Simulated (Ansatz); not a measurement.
Two members of one family (Series TiCl3X), computed with Ansatz in the gas phase. The two geometries come from different levels. Binding counts from free atoms in the multiplicity of their measured ground term, without zero-point energy. Names give formal oxidation states. A dash marks a value that wasn't run or was left out as unsound. The structures are stationary points that may keep the symmetry of their start. Remarks come from the PBE and PBE0 runs and from stability tests at other levels; not every state was tested. A HOMO above zero means that the electron is unbound at that level and held by the basis, or that self-interaction error raises the level; the energy of removing that electron tells which. HOMO above LUMO (over both spins in singlets and doublets, within one spin in higher multiplets; at PBE or PBE0), or a gap under 0.15 eV within one spin, warns that the state may not be the lowest or that an electron is smeared out.

First: TiFCl3 (singlet, charge 0, PBE-D4/def2-SVP geometry).

```xyz
5

Ti    0.029   -0.041   -0.063
F     0.663   -0.913   -1.420
Cl   -1.118    1.664   -0.785
Cl    1.684    0.652    1.173
Cl   -1.257   -1.362    1.096
```

```tsv
level	HOMO (eV)	LUMO (eV)	gap (eV)	vertical IE (eV)	vertical EA (eV)	vertical triplet (eV)	binding per atom (eV)
PBE-D4/def2-SVP	-8.09	-4.44	3.65	–	–	–	4.32
PBE-D4/def2-TZVP	-8.28	-4.56	3.73	11.13	–	4.04	–
PBE-D4/def2-TZVPD	-8.32	-4.59	3.72	–	1.57	–	–
r2SCAN-D4/def2-TZVP	-8.68	-4.60	4.08	11.42	–	4.05	–
PBE0-D4/def2-TZVPD	-9.68	-3.79	5.89	–	2.25	–	3.92
```

Metal–donor distances: 1 × F 1.73 Å, 3 × Cl 2.18 Å. Remarks: HOMO above zero (-1 doublet), gap within one spin near zero at PBE or PBE0 (-1 doublet).

Second: Ti(OH)Cl3 (singlet, charge 0, r2SCAN-D4/def2-SVP geometry).

```xyz
6

Ti    0.344   -0.151   -0.003
O    -1.236    0.547    0.009
H    -2.120    0.933    0.016
Cl    0.903   -0.638   -2.059
Cl    0.336   -1.971    1.207
Cl    1.772    1.280    0.829
```

**Question.** What does the change do? Estimate second minus first.

**Answer.** 
```
              level  Δ HOMO (eV)  Δ LUMO (eV)  Δ gap (eV)  Δ vertical IE (eV)  Δ vertical EA (eV)  Δ vertical triplet (eV)  Δ binding per atom (eV)
    PBE-D4/def2-SVP         0.51         0.66        0.15                   –                   –                        –                    -0.14
   PBE-D4/def2-TZVP         0.46         0.58        0.13               -0.50                   –                     0.11                        –
  PBE-D4/def2-TZVPD         0.43         0.56        0.12                   –               -0.46                        –                        –
r2SCAN-D4/def2-TZVP         0.46         0.60        0.13               -0.51                   –                     0.13                        –
 PBE0-D4/def2-TZVPD         0.45         0.58        0.13                   –               -0.52                        –                    -0.07
```

Metal–donor distances: 1 × O 1.73 Å, 3 × Cl 2.19 Å. Remarks: gap within one spin near zero at PBE or PBE0 (+1 doublet), HOMO above zero (-1 doublet), gap within one spin near zero at PBE or PBE0 (triplet).
